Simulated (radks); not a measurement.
Species: the indium ion In4+. Configuration: [Ar] 3d10 4s1 4p6 4d9 4f1 (not the ground configuration). Method: Dirac Kohn-Sham, PBEsol, spin-unpolarised, spherical densities, point nucleus; open shells fill j = l - 1/2 first; computed with a radial shooting solver on a logarithmic mesh with Libxc functionals.

Spin-orbit splittings of the eigenvalues, e(l+1/2) - e(l-1/2), with zeta = 2 splitting/(2l+1) and mean radii in bohr:

| shell | occ. | splitting (eV) | zeta (eV) | <r> j=l-1/2 | <r> j=l+1/2 |
|---|---|---|---|---|---|
| 2p | 6 | 210.8 | 140.5 | 0.1085 | 0.1137 |
| 3p | 6 | 38.12 | 25.41 | 0.3393 | 0.3504 |
| 3d | 10 | 7.818 | 3.127 | 0.3220 | 0.3255 |
| 4p | 6 | 6.995 | 4.663 | 0.8826 | 0.9101 |
| 4d | 9 | 1.023 | 0.4092 | 1.067 | 1.078 |
| 4f | 1 | 0.02005 | 0.005729 | 2.481 | 2.487 |
| 5p | 0 | 1.071 | 0.7143 | 2.264 | 2.324 |
